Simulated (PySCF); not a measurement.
Where the electron goes

Compound: C₃H₃NSi.
Cartesian coordinates in Å at the PBE0-D3(BJ)/def2-SVP level; atoms count from 1:
```
atom  x, y, z in Å
C1     2.3233    0.4281   -0.3071
C2     1.1909    0.0617   -0.0585
Si3   -0.5112   -0.4729    0.3155
C4    -1.6722    0.8744   -0.2268
N5    -2.4002    1.7115   -0.5631
H6     3.3271    0.7488   -0.5256
H7    -0.7046   -0.6655    1.7758
H8    -0.8683   -1.6992   -0.4431
```

Method: TDDFT CAM-B3LYP/def2-SVPD, vertical, gas phase, core orbitals frozen in the response in PySCF.

Kohn–Sham orbitals with the atoms that hold most of them (Löwdin shares over 4%, at most four atoms; ? is withheld):

| orbital | ε (eV) | atoms |
| --- | --- | --- |
| LUMO+2 | 0.58 | Si3 33%, C4 14%, C2 13%, N5 12% |
| LUMO+1 | 0.12 | Si3 23%, C1 18%, C2 17%, C4 13% |
| LUMO | 0.09 | C1 22%, Si3 21%, C2 21%, C4 13% |
| HOMO | ? | ? |
| HOMO-1 | -10.34 | ? |
| HOMO-2 | -11.34 | N5 42%, C4 35%, Si3 9%, H8 4% |
| HOMO-3 | -11.50 | N5 47%, C4 40%, Si3 6% |

Question: Give the leading atoms of the HOMO.

Answer: C2 (bonded to C and Si) 40%; C1 (bonded to C and H) 39%; Si3 (bonded to 2 C and 2 H) 8%. By element: carbon 79% or more, silicon 8%.

Question: Which atoms hold the HOMO-1, and with what shares?

Answer: C2 (bonded to C and Si) 44%; C1 (bonded to C and H) 42%; Si3 (bonded to 2 C and 2 H) 5%. By element: carbon 85% or more, silicon 5%.

Question: What is the HOMO energy, and the HOMO–LUMO gap?

Answer: ε(HOMO) = -10.23 eV; the gap is 10.32 eV (0.3792 hartree).

Question: How does S1 compare with the orbital gap of 10.32 eV?

Answer: S1 is at 5.88 eV (f = 0.0003), 4.44 eV below the gap, made of HOMO→LUMO (58%), HOMO-1→LUMO+1 (18%), HOMO→LUMO+2 (11%). Without the coupling terms of the response equations the lowest excitation would equal the gap.

Next come S2 at 6.16 eV (f 0.0015), HOMO-1→LUMO (41%), HOMO→LUMO+1 (36%), HOMO→LUMO+4 (10%); S3 at 6.18 eV (f 0.0005), HOMO-1→LUMO+1 (58%), HOMO→LUMO (19%), HOMO-1→LUMO+4 (16%); S4 at 6.96 eV (f 0.0002), HOMO-2→LUMO (32%), HOMO-2→LUMO+2 (20%), HOMO-3→LUMO+1 (16%); S5 at 7.28 eV (f 0.0097), HOMO-2→LUMO+1 (26%), HOMO-3→LUMO (24%), HOMO-2→LUMO+4 (15%).

Löwdin shares depend on the basis, the more so with diffuse functions.
